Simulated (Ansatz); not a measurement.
(FSn)4S6 adamantane (Sn4S6F4), relaxed as a singlet with RKS PBE-D4/def2-SVP in Ansatz, starting from the GFN2-xTB geometry. Force threshold 0.03 eV/Å.

In the def2 sets Sn takes a core potential; there is no spin–orbit coupling.

Start:

Cartesian coordinates in Å:
```
Sn -1.376 -1.288 -1.423
F -2.517 -2.358 -2.618
S -2.443 -1.368 0.808
Sn -0.907 0.003 2.180
F -1.667 -0.008 3.996
S -0.842 2.371 1.469
Sn 0.112 2.216 -0.809
F 0.205 4.067 -1.471
S -1.351 0.991 -2.384
S 2.435 1.365 -0.835
Sn 2.170 -0.930 0.051
F 3.981 -1.701 0.093
S 0.841 -2.387 -1.445
S 1.357 -0.974 2.387
```

Q: Estimate the energy that the relaxation releases and the steps that it takes.

A: 4.8 kcal/mol, in 5 steps; 31 s on 2 threads of AMD EPYC 7R13 on a shared host and a share (18 GiB) of an NVIDIA H100 80GB HBM3. No frequencies were taken in this run, so the end may be a saddle point.

Q: Does the start keep its bonding and symmetry?

A: By distances, no bond broke or formed. The bond that changes most is S3–Sn4, from 2.47 to 2.44 Å (atoms count from 1). Point group Td at the start, Td at the end, both within 0.05 Å.

Q: Predict the relaxed structure.

A: 
```
atom    x (Å)    y (Å)    z (Å)
 Sn1  -1.3185  -1.2346  -1.3630
  F2  -2.4519  -2.2962  -2.5359
  S3  -2.4265  -1.3656   0.8059
 Sn4  -0.8685   0.0030   2.0896
  F5  -1.6155   0.0047   3.8866
  S6  -0.8430   2.3589   1.4587
 Sn7   0.1077   2.1233  -0.7749
  F8   0.1997   3.9492  -1.4418
  S9  -1.3431   0.9857  -2.3718
 S10   2.4257   1.3654  -0.8089
Sn11   2.0793  -0.8914   0.0487
 F12   3.8673  -1.6586   0.0896
 S13   0.8431  -2.3604  -1.4555
 S14   1.3441  -0.9835   2.3725
```
Bond lengths (bridged metal pairs left out): 12 × S–Sn 2.44 Å; 4 × F–Sn 1.95 Å.
